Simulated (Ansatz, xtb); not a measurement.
## Isomers of C8H5Cl in order of energy

4 gas-phase structures of C8H5Cl, from a drawn sample of its isomers (lower ones may exist). Each was relaxed with GFN2-xTB:

A. `C#C/C=C1\C=CC(Cl)=C1`, a singlet
B. `C#Cc1ccc(Cl)cc1`, a singlet
C. `C#Cc1cccc(Cl)c1`, a singlet
D. `C#Cc1ccccc1Cl`, a singlet

**Question.** Estimate their order in r2SCAN-D4/def2-SVP energy at these geometries, lowest first.

**Answer.** Calculated order at r2SCAN-D4/def2-SVP: B (0.000), C (0.017), D (0.042), A (1.447) eV. Less than 1 kcal/mol parts B and C; C and D, so the order within those pairs means little.

Energies above the lowest of each column, in eV; the last columns are at PBE0-D3(BJ)/def2-SVP geometries and were run for some of them only (a dash: not run or not comparable):

| structure | GFN2-xTB | HF/STO-3G | r2SCAN-D4/def2-SVP | PBE0-D3(BJ)/def2-SVP | CCSD(T)/def2-SVP + ΔMP2/def2-TZVPP |
| --- | --- | --- | --- | --- | --- |
| B | 0.000 | 0.000 | 0.000 | 0.000 | 0.000 |
| C | 0.003 | 0.007 | 0.017 | 0.016 | 0.008 |
| D | 0.020 | 0.052 | 0.042 | 0.038 | 0.037 |
| A | 1.257 | 1.894 | 1.447 | – | – |

Every level run on B puts it lowest or level with the lowest. Frequencies (GFN2-xTB) were run for B, C, D alone. ΔMP2 is the change of the MP2 energy from the smaller to the larger basis.

Over these structures GFN2-xTB departs from r2SCAN-D4/def2-SVP by 0.067 eV on average once a common shift is removed. A GFN2-xTB relaxation took about 0.091 s and the r2SCAN-D4/def2-SVP energy about 2.1 s on a shared host (Ansatz 0.2.0, xtb 6.7.1).
